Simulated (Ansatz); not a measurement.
thiourea (CH4N2S), singlet, at a GFN2-xTB geometry; PBE/6-31G* in Ansatz (a first-principles code).

Ansatz was given this input:
Ansatz 0.2 input:
```yaml
crystal:
  periodic: [false, false, false]
  atoms:
    - {symbol: N, position_ang: [0.84063889, -1.21868002, -0.43521389]}
    - {symbol: C, position_ang: [-0.07340802, -0.30783895, -0.02671367]}
    - {symbol: N, position_ang: [-1.31379611, -0.76552040, 0.26302879]}
    - {symbol: S, position_ang: [0.30715846, 1.28807913, 0.11177703]}
    - {symbol: H, position_ang: [0.67514581, -2.20504393, -0.31991705]}
    - {symbol: H, position_ang: [1.79486212, -0.90665769, -0.49376199]}
    - {symbol: H, position_ang: [-1.60346404, -1.68788922, -0.01790421]}
    - {symbol: H, position_ang: [-2.02853056, -0.07323863, 0.40872847]}
basis:
  gaussian:
    orbitals: 6-31G*
hamiltonian:
  xc: pbe
accuracy: high
```

Problem. Write the output that Ansatz gives for this input, abridged.

Solution. 
```
Functional definition: PBE
1614 factors; integrals over basis functions are off by at most 3.6e-9 eV
mean field evaluation 1: about -14899.5278 eV, gradient 6.4e1 eV
mean field evaluation 2: about -14886.3490 eV, gradient 9.8e1 eV
mean field evaluation 4: about -14907.6119 eV, gradient 6.0e0 eV
mean field evaluation 8: about -14907.7028 eV, gradient 3.9e-1 eV
mean field evaluation 16: about -14907.7032 eV, gradient 7.5e-6 eV
mean field -14907.70316267 eV, -547.8479864238 hartree, gradient 4.7e-8 eV, S^2 0.000000; 0 other end points of the search recorded, 0 dependent functions left out
reference -14907.70316504 eV, -547.8479865110 hartree; 20, 20 occupied and 52, 52 virtual orbitals, 1614 factors
Total energy: -14907.70316504 eV, -547.8479865110 hartree
```
